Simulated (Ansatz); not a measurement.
Ideal-gas functions of CH2BBrO3, SMILES `OB1OC(Br)O1` at 500 K and 1 bar, from an Ansatz frequency run at PBE0-D4/def2-TZVP.

Molar mass 152.74 g/mol, point group C1 (symmetry number 1), electronic degeneracy 1, moments of inertia 57.857, 442.197, 455.632 u Å². Harmonic wavenumbers (cm⁻¹, unscaled): 107, 259, 309, 415, 449, 605, 712, 781, 899, 958, 1014, 1090, 1185, 1286, 1366, 1615, 3146, 3901.

Use S(trans) = R[1.5 ln M + 2.5 ln T − 1.1517]; rotational temperatures θ = 24.2544 K / I; S(rot) = R[ln(√π/σ · √(T³/θAθBθC)) + 1.5]; for each mode x = 1.438777 ν̃/T, S = R[x/(eˣ − 1) − ln(1 − e⁻ˣ)] and H = RT x/(eˣ − 1); 1 cm⁻¹ = 0.0119627 kJ/mol; R = 8.31446 J/(mol·K).

Q: By hand: the entropy, in J/(mol·K).

A: Translation 182.3. Rotation: θ = 0.4192, 0.0548, 0.0532 K, giving 122.6. Vibration, mode by mode: 18.14, 10.95, 9.56, 7.32, 6.74, 4.68, 3.67, 3.14, 2.40, 2.10, 1.85, 1.55, 1.25, 0.99, 0.82, 0.45, 0.01, 0.00, in all 75.6. Electronic 0.0. Sum 380.5 J/(mol·K).

Q: By hand: H − E and G − E in kJ/mol, counted from the electronic energy.

A: Zero-point energy ½ × 20097 × 0.0119627 = 120.2; thermal vibration 21.4; translation, rotation and pV give 4 RT = 16.6. H − E = 158.2 kJ/mol, and G − E = 158.2 − 500 × 380.5/1000 = -32.1 kJ/mol.

Vibration gives 20 % of the entropy, 18.1 J/(mol·K) of it from the mode under 150 cm⁻¹: soft modes count most, and the harmonic formula is weakest for them. The sum counts one conformer and one mirror image; others add a mixing term.
